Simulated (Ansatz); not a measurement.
Job for Ansatz (a quantum-chemistry and plane-wave program): U-wB97X-V/def2-TZVPP on BN+, 2S+1 = 2, a spin state set in the input, which need not be the lowest, a point of a bond scan (R = 1.448 Å). Charge +1.

Ansatz 0.2 input:
```yaml
crystal:
  periodic: [false, false, false]
  atoms:
    - {symbol: B, position_ang: [0.00000000, 0.00000000, 0.00000000]}
    - {symbol: N, position_ang: [0.00000000, 0.00000000, 1.44757000]}
basis:
  gaussian:
    orbitals: def2-TZVPP
    pivot_positions_ang: [[0.00000000, 0.00000000, 0.00000000], [0.00000000, 0.00000000, 1.44757000]]
hamiltonian:
  xc: {name: wB97X-V}
total_charge: 1
magnetization: {spin_polarized: true, initial_magnetization: 1}
output: {forces: true, orbitals: {seedname: ./end}}
```

The head of its log:

```
WARN ansatz: RAYON_NUM_THREADS=2 ignored (pool sized by the plan → 2); use --threads N
Functional definition: wB97X-V
integrals: 0.01 GiB planned
324 factors; their error is unknown
integrals: 0.04 GiB planned
90 factors; integrals over basis functions are off by at most 3.2e-5 eV
mean field: 0.18 GiB planned
mean field evaluation 1: about -2134.1674 eV, gradient 5.2e1 eV
mean field evaluation 2: about -2065.4050 eV, gradient 1.1e2 eV
```

Q: Give the final energy of this run.

A: -78.9854 hartree. Its determinant has ⟨S²⟩ = 1.75, a mixture of spin states.
